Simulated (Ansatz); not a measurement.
One change: `CN[SiH2]O` becomes `CN[SiH2]OC`.

Ansatz, PBE0-D4/def2-TZVP geometries, multiplicity 1. Each molecule was computed in one conformer, which needn't be the lowest.

| property | `CN[SiH2]O` |
| --- | --- |
| HOMO energy (PBE/def2-TZVPP) / eV | -5.60 |
| HOMO energy (B3LYP/def2-TZVPP) / eV | -6.75 |
| HOMO–LUMO gap (B3LYP/def2-TZVPP) / eV | 7.05 |
| LUMO energy (PBE0/def2-TZVPP) / eV | 0.62 |
| HOMO energy (ωB97M-V/def2-TZVPP) / eV | -9.35 |
| HOMO energy (PBE0/def2-TZVPP) / eV | -6.98 |

(1) Give the same properties after the change, and the shifts. (Best estimate.)

## Answers

(1) The calculation gave: 
| property | `CN[SiH2]OC` | shift |
| --- | --- | --- |
| HOMO energy (PBE/def2-TZVPP) / eV | -5.56 | 0.04 |
| HOMO energy (B3LYP/def2-TZVPP) / eV | -6.71 | 0.04 |
| HOMO–LUMO gap (B3LYP/def2-TZVPP) / eV | 7.22 | 0.17 |
| LUMO energy (PBE0/def2-TZVPP) / eV | 0.80 | 0.18 |
| HOMO energy (ωB97M-V/def2-TZVPP) / eV | -9.31 | 0.04 |
| HOMO energy (PBE0/def2-TZVPP) / eV | -6.94 | 0.04 |

B3LYP here is the variant with VWN-RPA as its local correlation; programs differ in this.
